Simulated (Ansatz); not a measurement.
The first iterations of a band of CH$_{6}$Sn (8 atoms, charge 0, multiplicity 1).

Computed with Ansatz 0.2.0, RKS B3LYP-D4/def2-SVP.

```
movable images  : 6
climbing image  : no
spring          : 5.0 eV/Å²
optimiser       : quadratic models (default)
start path      : through a guess of the saddle point
force threshold : 0.05 eV/Å
iteration limit : 60
end points      : relaxed
```

Image 0:

```xyz
8
Properties=species:S:1:pos:R:3
Sn 0.449 0.019 0.030
C 1.063 -0.022 2.110
H 0.181 -0.134 2.758
H 1.744 -0.868 2.283
H 1.581 0.913 2.367
H 1.826 0.166 -0.993
H -0.597 1.358 -0.249
H -0.387 -1.433 -0.368
```

Image 7:

```xyz
8
Properties=species:S:1:pos:R:3
Sn 0.049 -0.029 -1.011
C 1.525 0.022 1.870
H 0.443 -0.177 1.812
H 2.014 -0.816 2.385
H 1.686 0.960 2.419
H 1.982 0.123 0.869
H -0.929 1.229 -0.193
H -0.912 -1.313 -0.213
```

| iteration | highest image above the first end (eV) | largest band force component (eV/Å) |
| --- | --- | --- |
| 1 | 3.864 | 3.443 |
| 2 | 2.964 | 2.390 |
| 3 | 2.407 | 1.375 |
| 4 | 2.237 | 0.537 |

**Question.** Does the band converge within its limit, and where does its top end?

**Answer.** The run converged. It ended after 14 iterations with the highest image 2.033 eV above the first end. Neighbouring images differ by up to 1.5 eV, so the band resolves the path poorly. No image climbed, so the highest image needn't sit at the top of the path. The orbitals stay closed-shell, which can raise the energy where a bond breaks towards radicals; this wasn't checked here.

Run time: 3.2 min on 1 thread of Arm Neoverse V2, on a shared host, peak memory 0.14 GiB.
